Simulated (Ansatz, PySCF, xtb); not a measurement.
Reaction (SMILES): [CH3][Ge]([CH3])([CH3])[NH2] + 4 [H][H] (H2) -> 3 C (CH4) + [GeH4] (GeH4) + N (NH3)
Geometries: B3LYP-D3(BJ)/def2-TZVP minima from Ansatz (a first-principles code), one conformer each, not searched for the lowest.
Geometry of the first species:
```xyz
16

C      1.8299     0.0606    -0.7027
Ge    -0.0005    -0.0012     0.0008
C     -1.1428    -1.0874    -1.1874
C     -0.7682     1.7919     0.2123
N      0.1376    -0.7033     1.7215
H      2.4618     0.6597    -0.0475
H      2.2499    -0.9441    -0.7662
H      1.8421     0.4992    -1.7012
H     -1.1966    -0.6422    -2.1825
H     -0.7412    -2.0970    -1.2830
H     -2.1545    -1.1553    -0.7853
H     -1.7664     1.7322     0.6482
H     -0.8473     2.2913    -0.7540
H     -0.1387     2.3926     0.8684
H     -0.7384    -0.7466     2.2267
H      0.5690    -1.6179     1.7662
```

Property: energy of full hydrogenation (0 K, with B3LYP-D3(BJ) harmonic zero-point energies from PySCF), in kcal/mol. Correlated levels leave the core frozen unless marked. Spin-orbit coupling is left out. Frozen are the shells of the preceding noble gas and the d and f shells that filled before the atom's block. No relativistic terms. CBS marks a two-point X^-3 extrapolation of the correlation energy; Hartree-Fock from the larger set.

```tsv
level	program	energy of full hydrogenation (kcal/mol)
GFN2-xTB	xtb	(withheld)
r2SCAN-D3(BJ)/def2-TZVPD	Ansatz + dftd3	-15.6
PBE0-D3(BJ)/def2-TZVP	Ansatz + dftd3	-18.0
PBE0-D4/def2-TZVPD	Ansatz + dftd4	(withheld)
PBE0/def2-TZVP	Ansatz	-22.0
r2SCANh-D4/def2-TZVPD	Ansatz + dftd4	-16.6
wB97X/def2-TZVPD	Ansatz	-22.8
B2PLYP-D4/def2-TZVPD	Ansatz + dftd4	-15.9
CCSD(T)/CBS(cc-pVTZ,cc-pVQZ)	Ansatz	(withheld)
```

Q: Some entries are withheld; supply them.

A: 
- GFN2-xTB, energy of full hydrogenation (kcal/mol): -54.1
- PBE0-D4/def2-TZVPD, energy of full hydrogenation (kcal/mol): -18.1
- CCSD(T)/CBS(cc-pVTZ,cc-pVQZ), energy of full hydrogenation (kcal/mol): -14.2
